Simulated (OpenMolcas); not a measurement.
**Tc4+: moving or changing the point charges**

Tc4+ among 4 point charges of -2 e arranged as a tetrahedron (Td), 2.14 Å from the ion.
```
   1.2355    1.2355    1.2355  -2.00
   1.2355   -1.2355   -1.2355  -2.00
  -1.2355    1.2355   -1.2355  -2.00
  -1.2355   -1.2355    1.2355  -2.00
```

```json
{
  "Program": "OpenMolcas 26.06",
  "Method": "SS-CASPT2, IPEA 0.25 Eh, imaginary shift 0.1 Eh (closed shells correlated: 4s 4p)",
  "Basis": "ANO-RCC-VDZP [6s5p3d1f]",
  "Scalar Hamiltonian": "DKH2, point nucleus",
  "Active space": "3 electrons in 5 orbitals (4d)",
  "State averaging": "2S+1 = 4 even, 10 roots; 2S+1 = 2 even, 40 roots",
  "Spin-orbit coupling": "RASSI with atomic mean-field integrals over the reference wave functions"
}
```

Runs around this geometry, states (labels of Td). Energies in cm-1 above the lowest state or level, χT in cm3 K/mol; under a threefold ground state the first gap can be a small split of the lowest multiplet, not the spin-orbit step.

```json
{"R (Å)": "2.14", "q (e)": "-1.3", "Ground state": "4T1", "First state of that spin": "4T2 1370", "First gap with spin-orbit (degeneracies)": "720 (4, 2)", "χT at 300 K": "0.259", "First state of another spin": "2E 13500"}
{"R (Å)": "1.99", "q (e)": "-2", "Ground state": "4T1", "First state of that spin": "4T2 2770", "First gap with spin-orbit (degeneracies)": "560 (4, 2)", "χT at 300 K": "0.335", "First state of another spin": "2E 12590"}
{"R (Å)": "2.14", "q (e)": "-2", "Ground state": "4T1", "First state of that spin": "4T2 1860", "First gap with spin-orbit (degeneracies)": "650 (4, 2)", "χT at 300 K": "0.287", "First state of another spin": "2E 13090"}
```

Taking the first state of the same spin as R^-n, n = -ln(1860 / 2770) / ln(2.14 / 1.99) = 5.5 between the shortest and longest distance.

Roots that are degenerate in the reference are averaged as groups; the widest CASPT2 spread within a group is 390 cm-1 (the 3-fold group of multiplicity 4 near 1860 cm-1 above the lowest state of its run, R = 2.14, q = -2). Shifts and gaps below about the spread of the groups concerned are not significant. An orbital triplet at a regular site is open to Jahn-Teller coupling, which can distort the site and quench the lowest spin-orbit gaps and is left out. Point charges give a weaker field than real ligands, and real ions of this kind are as a rule low spin; the high spin found here belongs to the model. Free-ion shares, where given, are those of the reference states; single-state CASPT2 does not remix them. The ground term spreads over less than 5000 cm-1, several times less than with real ligands, so orbital moments are less quenched and χT lies further from the spin-only value than at real sites (holds for R = 2.14, q = -1.3; R = 2.14, q = -2). Point charges carry no covalency, so the field is a model and not that of real ligands. No measured value stands beside these numbers.
